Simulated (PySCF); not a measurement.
Ge(H)(F)2(OH) (F₂GeH₂O), SMILES [OH][GeH]([F])[F]. Coordinates come from a B3LYP-D3(BJ)/def2-SVP optimisation. The values are those of a single conformer.

Level of theory: PySCF 2.14.0 with B3LYP-D3(BJ)/def2-SVP.

Harmonic wavenumbers (cm⁻¹): 165, 239, 271, 279, 710, 719, 725, 739, 762, 904, 2252, 3832. Rotational constants (GHz): 5.754, 5.546, 3.510; symmetry number 1.

**Question.** Work out the zero-point energy and the ideal-gas rigid-rotor harmonic-oscillator thermochemistry at 298.15 K and 1 atm.

**Answer.** ZPE = ½ Σ hcν = ½ × 11597 cm⁻¹ = 16.58 kcal/mol. H − E(el) = 20.57 kcal/mol. Entropy in cal/(mol K): translation 40.47, rotation 25.47, vibration 8.93, total 74.87. G − E(el) = -1.75 kcal/mol. Cp = 19.41 cal/(mol K).
